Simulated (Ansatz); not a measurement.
CH6FGaSi2. The species carries charge 0 and has multiplicity 1. Correlated methods include outer-core shells of Ga, which these sets cover unevenly. Scalar relativity is left out up to krypton. The bonds changed during the relaxation, so this is another structure than the one it started from.

```xyz
11

F    -0.935    1.790   -0.519
Si   -0.173    1.261    0.824
C    -0.098   -0.573    0.704
Si    0.372   -1.112   -1.075
Ga   -1.030    0.321   -2.758
H    -0.970    1.791    1.958
H     0.618   -0.970    1.431
H    -1.081   -0.989    0.949
H     1.836   -0.802   -1.205
H     0.289   -2.608   -1.114
H     1.171    1.890    0.806
```

(1) Give the diagnostics of a CCSD(T)/def2-TZVPP run (frozen core, Ansatz). (An estimate is asked.)

Answers

(1) The calculation gave: T1 = 0.0134, largest single amplitude 0.017, largest double 0.058, (T) share of the correlation energy 3.6 %, 10 CCSD cycles. The RHF solution is unstable towards an unrestricted one. T1 lies under the customary mark of 0.02 for closed shells.
